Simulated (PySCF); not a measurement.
# A small calculation by hand: dipole moment from atomic charges

Sn(Cl)3(SiH3) (Cl3H3SiSn), SMILES [Sn]([Cl])([Cl])([Cl])[SiH3]. Atoms are numbered in the order given.

```xyz
8

Si     0.0000     0.0000     2.5827
Sn     0.0000     0.0000     0.0092
Cl     1.8785     1.0845    -0.8957
Cl    -1.8785     1.0845    -0.8957
Cl     0.0000    -2.1691    -0.8957
H      1.2317    -0.7111     3.0208
H     -1.2317    -0.7111     3.0208
H      0.0000     1.4222     3.0208
```

Geometry: r2SCAN-D4/def2-SVP. The structure was generated by enumeration; whether it is a known compound was not checked. The def2 effective core potentials stand for the cores of Sn; spin–orbit coupling is left out.

Charges (e) from PBE0/def2-TZVP in PySCF:

| atom | ESP fit | Mulliken |
|---|---|---|
| Si1 | 0.136 | -0.037 |
| Sn2 | 0.226 | 0.953 |
| Cl3 | -0.139 | -0.336 |
| Cl4 | -0.139 | -0.336 |
| Cl5 | -0.140 | -0.336 |
| H6 | 0.018 | 0.030 |
| H7 | 0.018 | 0.030 |
| H8 | 0.019 | 0.030 |

The dipole moment of the full density is 4.17 D.

Task: What dipole moment does each set of point charges give, and which comes closer to that of the density?

Result: 
μ = Σ q r, and 1 e Å = 4.8032 D.
ESP fit: Σ q r = (0.000, 0.004, 0.894) e Å, |μ| = 4.29 D.
Mulliken: Σ q r = (0.000, 0.000, 1.088) e Å, |μ| = 5.23 D.
ESP fit comes closer in size. Point charges leave out the atoms' own dipoles (lone pairs, polarised bonds); fits to the potential absorb them, partitions of the density don't.
